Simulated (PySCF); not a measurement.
## Orbital picture of SbN

PBE0 at R = 1.813 Å; Sb cc-pVTZ-PP with ECP28, N cc-pVTZ; scalar-relativistic core potentials (PySCF 2.14). State: ¹Σ⁺ (singlet), closed shell. Only the outer orbitals are listed, counted within each symmetry, core potentials removing the inner ones.

```json
{"orbital": "5σ", "occ.": "2", "ε (eV)": "-21.27", "on Sb (%)": "30", "main shells (%)": "67 N s, 20 Sb s"}
{"orbital": "6σ", "occ.": "2", "ε (eV)": "-13.39", "on Sb (%)": "76", "main shells (%)": "68 Sb s, 17 N s"}
{"orbital": "7σ", "occ.": "2", "ε (eV)": "-7.94", "on Sb (%)": "37", "main shells (%)": "57 N p, 29 Sb p"}
{"orbital": "3π", "occ.": "2", "ε (eV)": "-7.86", "on Sb (%)": "46", "main shells (%)": "54 N p, 43 Sb p"}
{"orbital": "3π", "occ.": "2", "ε (eV)": "-7.86", "on Sb (%)": "46", "main shells (%)": "54 N p, 43 Sb p"}
{"orbital": "4π", "occ.": "0", "ε (eV)": "-2.67", "on Sb (%)": "63", "main shells (%)": "56 Sb p, 37 N p"}
{"orbital": "4π", "occ.": "0", "ε (eV)": "-2.67", "on Sb (%)": "63", "main shells (%)": "56 Sb p, 37 N p"}
{"orbital": "8σ", "occ.": "0", "ε (eV)": "0.62", "on Sb (%)": "99", "main shells (%)": "76 Sb p, 13 Sb d, 10 N p"}
```

Q: Which are the highest filled and the lowest empty level, where do they sit, and how wide is the gap?

A: Highest filled 3π at -7.86 eV (in %: 54 N p, 43 Sb p); lowest empty 4π at -2.67 eV (in %: 56 Sb p, 37 N p); the gap at PBE0 is 5.19 eV.

| Item | Value |
| --- | --- |
| bond order (Mayer) | 3.00 |
| ⟨S²⟩ | 0.000 |
| charge on Sb (Mulliken, basis-dependent) | 0.36 |
| charge on Sb (Löwdin, basis-dependent) | 0.42 |
| dipole moment (positive dipole means Sb(−)N(+)) | -3.62 D |
| polarisability along the bond | 52.7 bohr³ |
| polarisability across the bond | 32.8 bohr³ |

Spin–orbit coupling is left out.
